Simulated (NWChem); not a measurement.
Species: SiH4O4; SMILES O[Si](O)(O)O

```xyz
9

O     -0.2649    -1.3792     0.8670
Si     0.0000     0.0000     0.0000
O      1.3792    -0.2649    -0.8670
O     -1.3792     0.2649    -0.8670
O      0.2649     1.3792     0.8670
H      0.5420    -1.8330     1.1486
H      1.8330     0.5420    -1.1486
H     -1.8330    -0.5420    -1.1486
H     -0.5420     1.8330     1.1486
```
Atoms are numbered in this order, from 1.

Structure relaxed at the B3LYP/6-31G* (spherical d) level.

### Question
Give the principal values of the shielding tensors (ppm) of O1, Si2 from Hartree-Fock/6-31G* (spherical d), GIAO (NWChem), with their diamagnetic and paramagnetic parts as GIAO splits them.

### Answer
```tsv
atom	σ11	σ22	σ33	isotropic	diamagnetic	paramagnetic
O1	279.4	287.9	342.6	303.3	394.5	-91.2
Si2	507.5	507.5	520.9	512.0	877.8	-365.8
```
